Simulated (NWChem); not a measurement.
# CHF2O3S, doublet; SMILES F[C](S(=O)(=O)O)F

```xyz
8

O     -1.1671    -1.2357    -0.6510
S      0.0336    -0.6830    -0.0672
O      1.3624    -1.1650    -0.3214
O     -0.1647    -0.6533     1.5401
C      0.0393     1.0690    -0.4739
F      1.0914     1.7331    -0.0854
F     -1.0777     1.6937    -0.1995
H     -1.1056    -0.8039     1.7281
```
Atoms are numbered in this order, from 1.

Program: NWChem. Pople sets run with spherical d functions. Spin-unrestricted. All runs use the structure optimised with PBE0/def2-SVP, spin-unrestricted. Not confirmed as a minimum by frequencies. No stability test was run on the SCF state. Atomic charges in e: unrestrained fits to the electrostatic potential beside Mulliken populations; buried atoms are poorly determined by the fit.

Estimate the computed values for UHF/6-31G*. Quantities: ESP O1; Mulliken O1; ESP S2; Mulliken S2; ESP O3; Mulliken O3; ESP O4; Mulliken O4; ESP C5; Mulliken C5; relative RMS misfit of the potential (%).


- ESP O1 = -0.60
- Mulliken O1 = -0.67
- ESP S2 = 1.27
- Mulliken S2 = 1.71
- ESP O3 = -0.55
- Mulliken O3 = -0.63
- ESP O4 = -0.57
- Mulliken O4 = -0.80
- ESP C5 = 0.26
- Mulliken C5 = 0.59
- relative RMS misfit of the potential (%) = 17
